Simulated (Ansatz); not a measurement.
System: NS, charge 0, doublet. NS (SMILES [N]=S, doublet).
B3LYP-D3(BJ)/def2-TZVP minimum from Ansatz (a quantum-chemistry and plane-wave program):
```
N
S 1 1.4918
```
Charge 0, spin multiplicity 2.

Quantity: atomisation energy (electronic, to ground-state atoms), in kcal/mol. Radicals and triplets start from unrestricted determinants; spin-orbit coupling is neglected. CBS(X,Y): correlation extrapolated as X^-3, Hartree-Fock from the larger set (Q,5: extrapolated as (X+1)exp(-9√X)). A bracket is a step between two methods taken in the basis named. The functionals are non-relativistic, so their misses hold any scalar relativity. Double hybrids freeze cores in their MP2 part. '+ core + X2C': CCSD(T) terms for core correlation (cc-pwCVTZ, 1s frozen past Ne) and scalar relativity (cc-pVTZ-DK). The UHF reference of NS ([N]=S, doublet) is spin-contaminated (<S^2> up to 0.24 over the pure value in the sets run).

CCSD(T)/CBS(cc-pV(Q+d)Z,cc-pV(5+d)Z) + [CCSDT(Q) - CCSD(T)]/cc-pV(Q+d)Z + [CCSDTQ - CCSDT(Q)]/cc-pV(D+d)Z + core + X2C (Ansatz) gives 114.6 kcal/mol.

### Question
How far off this value is PBE/def2-TZVPD (Ansatz), in which direction, and which of these levels come nearer: wB97M-V/def2-TZVPD, B2PLYP/def2-TZVPD, CCSD(T)/CBS(cc-pV(Q+d)Z,cc-pV(5+d)Z) + core + X2C?

### Answer
PBE gives 128.8 kcal/mol, 14.2 kcal/mol above it. Differences of the others: wB97M-V/def2-TZVPD (Ansatz) 0.2; B2PLYP/def2-TZVPD (Ansatz) -1.1; CCSD(T)/CBS(cc-pV(Q+d)Z,cc-pV(5+d)Z) + core + X2C (Ansatz) -1.1 kcal/mol. Nearer than PBE: wB97M-V/def2-TZVPD, B2PLYP/def2-TZVPD, CCSD(T)/CBS(cc-pV(Q+d)Z,cc-pV(5+d)Z) + core + X2C.
